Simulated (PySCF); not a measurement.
Isomers of C6H14OSi2, mass 158.058 u with the commonest isotopes. Method: PBE0/pcSseg-1 in PySCF (dipole) on a GFN2-xTB geometry, gas phase. One conformer each, none proved a minimum here; rigid rotors.

Question: Order these by rotational constant C, smallest first.
A. `[CH2:1]=[C:2]1[SiH2:3][C@H:4]1[O:5][Si:6]([CH3:7])([CH3:8])[CH3:9]` with Si3–C4–O5–Si6 174°
B. `[CH2:1]=[C:2]1[CH2:3][O:4][C@H:5]([CH2:6][SiH3:7])[CH2:8][SiH2:9]1` with O4–C5–C6–Si7 32°, C1–C2–C3–O4 -131°, C2–C3–O4–C5 -70°, C3–O4–C5–C6 -160°, O4–C5–C8–Si9 -56°
C. `[SiH3:1][CH2:2][CH2:3][SiH2:4][O:5][C@:6]12[CH2:7][C@H:8]1[CH2:9]2` with Si1–C2–C3–Si4 180°, C2–C3–Si4–O5 179°, C3–Si4–O5–C6 176°, Si4–O5–C6–C7 36°
D. `[CH2:1]=[CH:2][C:3]([CH:4]=[O:5])([CH2:6][SiH3:7])[CH2:8][SiH3:9]` with C1–C2–C3–C4 105°, C2–C3–C4–O5 96°, C2–C3–C6–Si7 63°, C2–C3–C8–Si9 179°

Answer: C (348.5 MHz), B (565.3 MHz), A (596.1 MHz), D (756.6 MHz).

Question: Order these by radius of gyration √(Σ m r²/M), largest first.
A. `[CH2:1]=[CH:2][SiH2:3][SiH2:4][C:5]([CH3:6])([CH3:7])[CH:8]=[O:9]` with C1–C2–Si3–Si4 7°, C2–Si3–Si4–C5 162°, Si3–Si4–C5–C6 -67°, Si4–C5–C8–O9 -61°
B. `[SiH3:1][CH2:2][CH2:3][SiH2:4][O:5][C@:6]12[CH2:7][C@H:8]1[CH2:9]2` with Si1–C2–C3–Si4 180°, C2–C3–Si4–O5 179°, C3–Si4–O5–C6 176°, Si4–O5–C6–C7 36°
C. `[CH2:1]=[CH:2][C:3]([CH:4]=[O:5])([CH2:6][SiH3:7])[CH2:8][SiH3:9]` with C1–C2–C3–C4 105°, C2–C3–C4–O5 96°, C2–C3–C6–Si7 63°, C2–C3–C8–Si9 179°
D. `[CH2:1]=[C:2]1[SiH2:3][C@H:4]1[O:5][Si:6]([CH3:7])([CH3:8])[CH3:9]` with Si3–C4–O5–Si6 174°

Answer: B (3.059 Å), D (2.441 Å), A (2.408 Å), C (2.299 Å).

Question: Order these by out-of-plane moment Σ m c² = (Ia + Ib − Ic)/2, smallest first.
A. `[CH2:1]=[CH:2][C:3]([CH:4]=[O:5])([CH2:6][SiH3:7])[CH2:8][SiH3:9]` with C1–C2–C3–C4 105°, C2–C3–C4–O5 96°, C2–C3–C6–Si7 63°, C2–C3–C8–Si9 179°
B. `[CH2:1]=[CH:2][SiH2:3][SiH2:4][C:5]([CH3:6])([CH3:7])[CH:8]=[O:9]` with C1–C2–Si3–Si4 7°, C2–Si3–Si4–C5 162°, Si3–Si4–C5–C6 -67°, Si4–C5–C8–O9 -61°
C. `[SiH3:1][CH2:2][CH2:3][SiH2:4][O:5][C@:6]12[CH2:7][C@H:8]1[CH2:9]2` with Si1–C2–C3–Si4 180°, C2–C3–Si4–O5 179°, C3–Si4–O5–C6 176°, Si4–O5–C6–C7 36°
D. `[CH2:1]=[C:2]1[CH2:3][O:4][C@H:5]([CH2:6][SiH3:7])[CH2:8][SiH2:9]1` with O4–C5–C6–Si7 32°, C1–C2–C3–O4 -131°, C2–C3–O4–C5 -70°, C3–O4–C5–C6 -160°, O4–C5–C8–Si9 -56°
E. `[CH2:1]=[C:2]1[SiH2:3][C@H:4]1[O:5][Si:6]([CH3:7])([CH3:8])[CH3:9]` with Si3–C4–O5–Si6 174°

Answer: D (21.54 u·Å²), C (28.98 u·Å²), B (66.75 u·Å²), E (93.81 u·Å²), A (167.15 u·Å²).

```json
{"SMILES": "C=C1[SiH2][C@H]1O[Si](C)(C)C", "point group": "C1", "Ia (u·Å²)": "278.16", "Ib (u·Å²)": "757.20", "Ic (u·Å²)": "847.74", "κ": "-0.88", "μa (D)": "0.18", "μb (D)": "0.37", "μc (D)": "0.54"}
{"SMILES": "C=CC(C=O)(C[SiH3])C[SiH3]", "point group": "C1", "Ia (u·Å²)": "479.47", "Ib (u·Å²)": "522.80", "Ic (u·Å²)": "667.97", "κ": "0.41", "μa (D)": "0.44", "μb (D)": "0.47", "μc (D)": "2.37"}
{"SMILES": "C=C[SiH2][SiH2]C(C)(C)C=O", "point group": "C1", "Ia (u·Å²)": "246.30", "Ib (u·Å²)": "736.66", "Ic (u·Å²)": "849.45", "κ": "-0.87", "μa (D)": "1.29", "μb (D)": "2.06", "μc (D)": "0.17"}
{"SMILES": "[SiH3]CC[SiH2]O[C@]12C[C@H]1C2", "point group": "C1", "Ia (u·Å²)": "106.15", "Ib (u·Å²)": "1401.99", "Ic (u·Å²)": "1450.18", "κ": "-0.99", "μa (D)": "0.19", "μb (D)": "0.64", "μc (D)": "0.63"}
{"SMILES": "C=C1CO[C@H](C[SiH3])C[SiH2]1", "point group": "C1", "Ia (u·Å²)": "223.69", "Ib (u·Å²)": "713.34", "Ic (u·Å²)": "893.96", "κ": "-0.83", "μa (D)": "1.49", "μb (D)": "0.70", "μc (D)": "0.48"}
```
